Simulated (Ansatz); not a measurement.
Method: frozen-core CCSD(T)/cc-pVTZ // PBE0-D4/def2-TZVP run with Ansatz (a quantum-chemistry and plane-wave program). The restricted HF reference is unstable towards unrestricted orbitals.

Ansatz 0.2 input:
```yaml
crystal:
  periodic: [false, false, false]
  atoms:
    - { symbol: C, position_ang: [-1.029273, -0.031197, 0.436663] }
    - { symbol: C, position_ang: [0.202391, -0.314246, 0.063246] }
    - { symbol: C, position_ang: [1.421843, 0.045366, -0.157687] }
    - { symbol: O, position_ang: [2.549027, 0.192374, -0.405026] }
    - { symbol: H, position_ang: [-1.333922, 0.968711, 0.745337] }
    - { symbol: H, position_ang: [-1.806596, -0.792563, 0.453692] }
basis:
  gaussian: { orbitals: cc-pVTZ }
correlation:
  method: ccsd_t
```

Output:

```
Functional definition: HF
868 factors; integrals over basis functions are off by at most 9.1e-4 eV
mean field evaluation 1: about -5157.2377 eV, gradient 3.1e1 eV
mean field evaluation 2: about -5157.2418 eV, gradient 3.1e1 eV
mean field evaluation 4: about -5159.3940 eV, gradient 4.5e0 eV
mean field evaluation 8: about -5159.4508 eV, gradient 3.8e-1 eV
mean field evaluation 16: about -5159.3895 eV, gradient 4.5e0 eV
mean field -5159.45217545 eV, -189.6063702455 hartree, gradient 9.5e-6 eV, S^2 0.000000; 0 other end points of the search recorded, 0 dependent functions left out; unrestricted orbitals would lower it
4 core orbitals not correlated
reference -5159.45217545 eV, -189.6063702455 hartree; 10, 10 occupied and 134, 134 virtual orbitals, 868 factors
second order -18.69229051 eV of doubles, -0.00000000 eV of singles
cycle   1  -18.17077945 eV  change    5.2e-1 eV  update   1.3e-1
cycle   2  -18.75314578 eV  change   -5.8e-1 eV  update   5.0e-2
cycle   3  -18.91968288 eV  change   -1.7e-1 eV  update   2.2e-2
cycle   4  -18.90982391 eV  change    9.9e-3 eV  update   6.6e-3
cycle   5  -18.90679655 eV  change    3.0e-3 eV  update   3.2e-3
cycle   6  -18.90881201 eV  change   -2.0e-3 eV  update   1.2e-3
cycle   7  -18.90896613 eV  change   -1.5e-4 eV  update   6.6e-4
cycle   8  -18.90865528 eV  change    3.1e-4 eV  update   2.0e-4
cycle   9  -18.90879240 eV  change   -1.4e-4 eV  update   9.5e-5
cycle  10  -18.90880584 eV  change   -1.3e-5 eV  update   2.8e-5
cycle  11  -18.90878690 eV  change    1.9e-5 eV  update   1.2e-5
perturbative correction -1.03573621 eV, -0.0380626037 hartree
Total energy: -5179.39669856 eV, -190.3393179509 hartree
```

Cost: about 27 core-seconds (a rough figure).
